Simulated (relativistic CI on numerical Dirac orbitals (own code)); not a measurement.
# How well does a small relativistic CI reproduce Nb+?

Computed by Dirac-Coulomb-Breit CI, separate exchange-only KLI orbitals for each configuration, a model potential for QED, valence Slater integrals scaled by 0.85, P86 correlation energy added to each configuration (own radial code, finite nucleus).

Configurations in the expansion (outside the closed core [Kr]): 4d⁴, 4d³5s, 4d³5p, 4d²5s5p, 4d²5s², 4d³4f, 4d³6s, 4d³5d, 4d³6p, 4d³6d, 4d²5s6s, 4d²5p², 4d³5f, 4d³5g, 4d²4f², 4d³6f. Levels of other configurations are missing.

```tsv
Configuration	Term (tabulated)	J	Measured (cm⁻¹)	Computed	Error	Purity (%)
4d⁴	5D	0	0.0	0	0	98
4d⁴	5D	1	159.0	122	-37	99
4d⁴	5D	2	438.4	348	-90	99
4d⁴	5D	3	801.3	655	-146	99
4d⁴	5D	4	1224.8	1028	-197	99
4d³5s	5F	1	2356.8	3808	1451	100
4d³5s	5F	2	2629.1	4050	1421	100
4d³5s	5F	3	3029.6	4409	1379	100
4d³5s	5F	4	3542.6	4872	1329	100
4d³5s	5F	5	4146.0	5426	1280	99
4d⁴	3P	0	5562.2	6551	989	72
4d⁴	3P	1	6192.3	7096	903	71
4d⁴	3P	2	7261.3	8065	803	70
4d³5s	3P	1	14626.2	16667	2041	73
4d³5s	3P	2	14660.8	16643	1982	69
4d³5s	3P	0	14678.3	16715	2037	75
4d³5p	5G°	2	33351.1	33241	-110	97
4d³5p	5G°	3	33919.2	33732	-187	98
4d³5p	5G°	4	34632.0	34359	-273	98
4d³5p	5G°	5	35474.2	35111	-364	98
4d³5p	5G°	6	36455.5	35984	-472	99
4d³5p	5F°	1	36731.8	36472	-260	66
4d³5p	5F° †	2	36962.8	36707	-255	59
4d³5p	5D°	0	37298.2	37238	-61	96
4d³5p	5F° †	3	37376.9	36490	-887	65
4d³5p	5D°	1	37480.1	37404	-76	93
4d³5p	5F° †	4	37528.4	37174	-354	91
4d³5p	5D°	2	37797.3	37703	-94	89
4d³5p	5F°	5	38024.3	37697	-327	88
4d³5p	5D°	3	38216.4	38107	-109	76
4d³5p	5D°	4	38291.3	38213	-78	93
```

Measured levels from NIST Handbook of Basic Atomic Spectroscopic Data (Sansonetti and Martin, J. Phys. Chem. Ref. Data 34, 1559 (2005)); pairs were made by configuration, J and term (by order where the table uses no LS term), so strongly mixed levels may be paired wrongly.

Mean error by configuration (cm⁻¹): 4d⁴ 318; 4d³5s 1615; 4d³5p -201. Over the excited levels the mean absolute error is 685 cm⁻¹ (30 of the 33 excited levels that our extract of the source holds in range could be paired, and the others can miss by more), and the median relative error of those above 1,000 cm⁻¹ is 6.2 %. † marks terms whose computed intervals miss the measured ones by more than a factor of 2.5, or configurations far off the rest, from wrong mixing, a near crossing or a doubtful label or measurement; they are left out of the means.

Transition probabilities of persistent lines. The last column rescales the computed rate by the cube of measured over computed energy:

```
λ measured (Å)    Lower       Upper  A tabulated (s⁻¹)  A computed  A rescaled
   2697.06 air  4d⁴ ⁵D4  4d³5p ⁵D°4           1.00e+08    1.66e+08    1.64e+08
   2716.62 air  4d⁴ ⁵D4  4d³5p ⁵F°5           4.30e+07    6.13e+07    6.19e+07
   2721.98 air  4d⁴ ⁵D3  4d³5p ⁵F°4           4.30e+07    5.96e+07    6.06e+07
```
